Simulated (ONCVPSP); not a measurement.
**molybdenum (Mo): one change to an ONCV potential, before and after**

ONCVPSP 4.0.1 input, shortened (lines: element, Z, core and valence counts, functional; n l f; lmax; l rc ep ncon nbas qcut; lloc lpopt rc5 dvloc0; l nproj debl; icmod fcfact rcfact), PBE, fully relativistic:

```
  Mo 42.00    6    4        4      upf
    1    0    2.00
    2    0    2.00
    2    1    6.00
    3    0    2.00
    3    1    6.00
    3    2   10.00
    4    0    2.00
    4    1    6.00
    4    2    5.00
    5    0    1.00
    2
    0    1.80    0.00    5    8    6.80
    1    1.95    0.00    4    8    5.50
    2    1.70    0.00    4    9    5.60
    4    5    1.55    4.00
    0    2    3.20
    1    1    2.50
    2    2    1.90
    1    0.70    0.00
```

Open shells are filled in proportion to 2j + 1.

Change: scalar-relativistic.

Cutoffs: the cutoffs (Ha) at which the residual kinetic energy of the hardest occupied pseudo-wave falls to 1 and 0.1 mHa per electron; they do not see the model core or the augmentation charge, which bear on the density cutoff. Errors are all-electron minus pseudo energies relative to the spin-unpolarised reference configuration.

What does the change do?

The potential gets neither clearly harder nor softer (19 Ha and 92 Ha → 19 Ha and 91 Ha); of the 4 tests that both files solve, the error grows in 2 and shrinks in 1 by more than 15 % and 0.3 meV (median size 5.4 → 4.7 meV); neither file shows a bound ghost.

| quantity | base | changed |
| --- | --- | --- |
| cutoff, loose | 19 Ha | 19 Ha |
| cutoff, tight | 92 Ha | 91 Ha |
| loose cutoff by channel | s 19 Ha, p 12 Ha, d 18 Ha | s 19 Ha, p 12 Ha, d 18 Ha |
| bound ghosts | none | none |
| GHOST(+) flags under 300 eV | none | none |
| error for 4s2 4p6 4d5 5s0, meV [ΔE 6.89 eV] | -0.4 | -1.9 |
| error for 4s2 4p6 4d4 5s0, meV [ΔE 22.35 eV] | +0.5 | -1.0 |
| error for 4s2 4p6 4d3 5s0, meV [ΔE 49.09 eV] | +10 | +7.5 |
| error for 4s2 4p6 4d4 5s1 5p1, meV [ΔE 3.74 eV] | +19 | +21 |
| s: phases at 1.83 bohr within 0.05 rad from the reference energy up to (Ha; the scan ends near 5) | to the end of the scan | to the end of the scan |
| rms error of d²Exc/dni dnj with the model core, mHa | 3.46 | 0.89 |
